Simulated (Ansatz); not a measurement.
Basis sets compared for the cluster Al₆Si₄. Charge 0, multiplicity 1. Geometry r2SCAN-D4/def2-SVP. Ansatz on 4 threads of Arm Neoverse V2 on a shared host; times are rough, and most runs start from earlier orbitals.

Cartesian coordinates in Å:
```
Al 1.241 -1.114 1.480
Al 1.516 1.471 0.840
Al -0.646 -0.837 -2.397
Al -0.121 0.940 2.807
Al -1.598 1.641 -2.362
Al -0.875 0.421 0.102
Si 1.395 -0.717 -0.908
Si 0.840 1.543 -1.488
Si -1.161 -1.248 2.092
Si -0.591 -2.100 -0.167
```

The restricted singlet is unstable towards broken spin symmetry in Hartree–Fock (as tested in another run); at PBE-D4/def2-SVP, PBE-D4/def2-TZVP, PBE0-D4/def2-SVP, PBE0-D4/def2-TZVP this wasn't settled. The structure comes from a short search, and lower isomers may exist.

Binding counts from free atoms (Al doublet, Si triplet) in the same basis, without a counterpoise term.

| level | functions | energy (Eh) | HOMO (eV) | LUMO (eV) | binding per atom (eV) | wall time |
| --- | --- | --- | --- | --- | --- | --- |
| PBE-D4/def2-SVP | 180 | -2610.4502 | -4.95 | -4.13 | 3.00 | 4.9 s |
| PBE0-D4/def2-SVP | 180 | -2610.6523 | -5.56 | -3.67 | 2.88 | 7.5 s |

Task: Estimate the rows for PBE-D4/def2-TZVP (with forces), PBE0-D4/def2-TZVP.

Result: 
```
                         level  functions  energy (Eh)  HOMO (eV)  LUMO (eV)  binding per atom (eV)  wall time
PBE-D4/def2-TZVP (with forces)        370   -2611.3682      -4.83      -4.01                   3.02       14 s
             PBE0-D4/def2-TZVP        370   -2611.5606      -5.43      -3.53                   2.91       42 s
```
